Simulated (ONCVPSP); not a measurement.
Ce (Z = 58): one change to an ONCV potential, before and after

```json
{
  "Element": "Ce",
  "Generator": "ONCVPSP 4.0.1",
  "Type": "optimised norm-conserving Vanderbilt (ONCV)",
  "Functional": "PBE",
  "Relativity": "scalar-relativistic",
  "Frozen core": "[Kr] 4d10 4f1",
  "Valence charge": "11",
  "Reference configuration": "5s2 5p6 5d1 6s2",
  "Partial waves": "5s+6s: rc 2.05 bohr, ncon 5, nbas 10, qcut 5.1 1/bohr, 2 projectors; 5p: rc 2.05 bohr, ncon 4, nbas 8, qcut 4.4 1/bohr, 2 projectors, debl 2.9 Ha; 5d: rc 3.60 bohr, ncon 5, nbas 9, qcut 5.1 1/bohr, 2 projectors, debl 1.9 Ha",
  "Local potential": "polynomial inside 1.70 bohr (lpopt 5, dvloc0 0 Ha)",
  "Core correction": "Teter function, fcfact 3.75, rcfact 1.25"
}
```

All-electron outer shells of the reference configuration (PBE, scalar-relativistic, ld1.x):

```
shell  level (eV)  outermost node (bohr)  outermost maximum (bohr)
   5s      -40.59                   0.75                      1.37
   5p      -23.22                   0.81                      1.55
   4f       -5.38                      –                      0.71
   6s       -3.74                   1.82                      3.72
   5d       -3.06                   0.92                      2.15
```

Change: s: rc 2.88.

Cutoffs: the cutoffs (Ha) at which the residual kinetic energy of the hardest occupied pseudo-wave falls to 1 and 0.1 mHa per electron; they do not see the model core or the augmentation charge, which bear on the density cutoff. Errors are all-electron minus pseudo energies relative to the spin-unpolarised reference configuration.

Q: Predict the effect on cutoff, ghosts and configuration errors.

A: The potential gets softer (11 Ha and 43 Ha → 9.7 Ha and 43 Ha); the lowest positive-energy flag moves from s at 91.2 eV to s at 51.8 eV; of the 4 tests that both files solve, the error grows in 3 and shrinks in 0 by more than 15 % and 0.3 meV (median size 3.7 → 6.7 meV); neither file shows a bound ghost. A larger radius leaves more room for a smooth pseudo-wave, so fewer plane waves are needed. More of the atom is replaced by a form fitted at one configuration, so other configurations suffer.

```csv
quantity,base,changed
"cutoff, loose",11 Ha,9.7 Ha
"cutoff, tight",43 Ha,43 Ha
loose cutoff by channel,"s 11 Ha, p 9.7 Ha, d 6.1 Ha","s 7.9 Ha, p 9.7 Ha, d 6.1 Ha"
bound ghosts,none,none
GHOST(+) flags under 300 eV,s at 91.2 eV,s at 51.8 eV
"error for 5s2 5p6 5d1 6s1, meV [ΔE 6.07 eV]",-1.1,-1.7
"error for 5s2 5p6 5d1 6s0, meV [ΔE 17.15 eV]",-2.2,-6.0
"error for 5s2 5p6 5d0 6s0, meV [ΔE 36.33 eV]",-23,-24
"error for 5s2 5p6 5d2 6s1, meV [ΔE 0.89 eV]",-5.3,-7.5
p: phases at 2.08 bohr within 0.05 rad from the reference energy up to (Ha; the scan ends near 5),to the end of the scan,to the end of the scan
d: phases at 3.65 bohr within 0.05 rad from the reference energy up to (Ha; the scan ends near 5),2.8,2.8
"rms error of d²Exc/dni dnj with the model core, mHa",0.59,0.29
```
